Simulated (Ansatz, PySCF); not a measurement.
Molecule: C$_{3}$, net charge 0, singlet state. SMILES: [C]=C=[C]
Geometry: optimised at B3LYP-D3(BJ)/def2-TZVP (Ansatz, an electronic-structure program).

Quantity: atomisation energy (electronic, to ground-state atoms), in eV. Valence correlation only, unless marked. Open shells are spin-unrestricted. Spin-orbit coupling is left out. Non-relativistic. The coupled-cluster limit lacks core correlation, which all-electron functionals hold. Basis-set limits of correlation are two-point, X^-3; Hartree-Fock from the larger set.

The Hartree-Fock reference is unstable (checked in the largest basis), which strains HF and MP2. 

```
level                                        program  atomisation energy (eV)
------------------------------------  --------------  -----------------------
PBE-D4/def2-TZVPD                     Ansatz + dftd4                        ?
TPSS/def2-TZVPD                                PySCF                    14.03
PBE0/6-31G*                                   Ansatz                        ?
PBE0-D3(BJ)/def2-TZVP                 Ansatz + dftd3                        ?
PBE0/def2-QZVPP                               Ansatz                    14.00
wB97X-V/def2-TZVPD                            Ansatz                    13.63
CCSD/cc-pVTZ                                  Ansatz                        ?
CCSD(T)/CBS(aug-cc-pVTZ,aug-cc-pVQZ)          Ansatz                    13.82
```

Question: Some entries are withheld; supply them.

Answer: 
- PBE-D4/def2-TZVPD, atomisation energy (eV): 14.95
- PBE0/6-31G*, atomisation energy (eV): 13.92
- PBE0-D3(BJ)/def2-TZVP, atomisation energy (eV): 14.04
- CCSD/cc-pVTZ, atomisation energy (eV): 12.62
